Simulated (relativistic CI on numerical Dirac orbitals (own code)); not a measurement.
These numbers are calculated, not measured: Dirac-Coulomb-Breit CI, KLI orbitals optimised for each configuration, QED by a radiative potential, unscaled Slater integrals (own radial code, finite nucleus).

Configurations in the expansion (outside the closed core [Ar] 3d10): 4s²4p⁶4d⁹, 4s²4p⁵4d¹⁰, 4s²4p⁶4d⁸4f, 4s4p⁶4d¹⁰, 4s²4p⁵4d⁹4f, 4s²4p⁶4d⁸5s, 4s4p⁶4d⁹4f, 4s²4p⁶4d⁸5p, 4s²4p⁶4d⁷4f5s, 4s²4p⁶4d⁸5d, 4s²4p⁶4d⁷5s5p, 4s²4p⁵4d⁹5s, 4s²4p⁶4d⁸5f, 4s²4p⁶4d⁸6s, 4s²4p⁵4d⁹5p, 4s²4p⁶4d⁸6p, 4s²4p⁶4d⁸5g, 4s²4p⁶4d⁸6d, 4s²4p⁵4d⁹5d, 4s4p⁶4d⁹5s, 4s4p⁶4d⁸4f5s, 4s²4p⁶4d⁸6f, 4s²4p⁶4d⁸7s, 4s²4p⁶4d⁷5s², 4s²4p⁶4d⁶4f5s², 4s²4p⁵4d⁷4f5s², 4s4p⁶4d⁷4f5s², 4p⁶4d⁹4f², 4p⁵4d¹⁰4f², 4p⁶4d⁸4f³, 4p⁵4d⁹4f³, 4p⁶4d⁸4f²5s. Double excitations out of closed p, d and f shells are left out; levels of such configurations are missing from the list, as are those of other unlisted configurations, and high levels can miss mixing partners. These lack a partner that the ground configuration has and come out too high: 4s²4p⁶4d⁸5p, 4s²4p⁶4d⁸5d, 4s²4p⁵4d⁹5s, 4s²4p⁶4d⁸5f, 4s²4p⁶4d⁸6s.

At this charge energies of transitions that change n are usually good to better than 1 %, and those within a shell (Δn = 0) to a few per cent.

Outline of the computed level scheme of Tb XXI. Lowest level of each configuration: 4s²4p⁶4d⁹ ²D5/2 at 0.000 eV; 4s²4p⁵4d¹⁰ ²P°3/2 at 133.578 eV; 4s²4p⁶4d⁸4f ⁴F°5/2 at 145.776 eV.

Some strong electric-dipole decays among the lowest 45 levels: 4s²4p⁵4d¹⁰ ²P°3/2 → 4s²4p⁶4d⁹ ²D5/2 (1.9e+10 s⁻¹); 4s²4p⁶4d⁸4f ⁴F°5/2 → 4s²4p⁶4d⁹ ²D5/2 (9.4e+09 s⁻¹); 4s²4p⁶4d⁸4f ⁴G°7/2 → 4s²4p⁶4d⁹ ²D5/2 (6.8e+09 s⁻¹); 4s²4p⁶4d⁸4f ⁴F°3/2 → 4s²4p⁶4d⁹ ²D5/2 (3.8e+09 s⁻¹); 4s²4p⁵4d¹⁰ ²P°3/2 → 4s²4p⁶4d⁹ ²D3/2 (2.3e+09 s⁻¹); 4s²4p⁶4d⁸4f ²F°5/2 → 4s²4p⁶4d⁹ ²D5/2 (2.1e+09 s⁻¹); 4s²4p⁶4d⁸4f ⁴F°5/2 → 4s²4p⁶4d⁹ ²D3/2 (2.0e+09 s⁻¹); 4s²4p⁶4d⁸4f ²F°7/2 → 4s²4p⁶4d⁹ ²D5/2 (1.6e+09 s⁻¹).

LS names give the leading component of a level, which can be under half, so a name can repeat, a term be missing and a line seem to break the LS rules.
